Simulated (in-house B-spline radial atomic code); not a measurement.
Successive ionisation energies of bromine; each step leads to the configuration of the next row (after the last: [Ar] 3d10 4s1). Dirac energy differences include first-order Breit, QED and recoil terms. NIST's values go from ground level to ground level; the uncertainty of those that are theory runs from under 0.1 % in few-electron ions to several per cent in heavy many-electron ones. Computed with an all-electron radial atomic-structure program (B-spline basis): Dirac-Hartree-Fock, jj configuration that fills j = l - 1/2 first, finite nuclei.

A number in brackets counts the electrons of a j subshell.

```
 ion                    configuration  ionisation energy (eV)  tabulated value (eV)  tabulated kind  computed minus tabulated (eV)  highest orbital  largest mean radius (bohr)
  Br  [Ar] 3d10 4s2 4p1/2(2) 4p3/2(3)                   11.42              11.81381        measured                          -0.40            4p3/2                      2.1183
 Br+  [Ar] 3d10 4s2 4p1/2(2) 4p3/2(2)                   21.74                21.591        measured                           0.15            4p3/2                      1.9806
Br2+  [Ar] 3d10 4s2 4p1/2(2) 4p3/2(1)                   33.11                34.871        measured                          -1.76            4p1/2                      1.8747
Br3+           [Ar] 3d10 4s2 4p1/2(2)                   45.11                47.782        measured                          -2.67            4p1/2                      1.7714
Br4+           [Ar] 3d10 4s2 4p1/2(1)                   58.83                59.595        measured                          -0.77            4p1/2                       1.695
Br5+                    [Ar] 3d10 4s2                   85.28                 87.39        measured                          -2.11            4s1/2                       1.491
```

Question: Where is the largest jump?

Answer: From Br to Br+, by a factor of 1.90 (11.419 to 21.74 eV); the highest orbital goes from 4p3/2 to 4p3/2.

Question: How far is this level of theory from the measured and semi-empirical values?

Answer: Over those 6 rows the differences run from -2.67 to +0.149 eV (mean absolute value 1.3 eV). The calculation leaves out correlation and, in open shells, the multiplet splittings that an average leaves out.
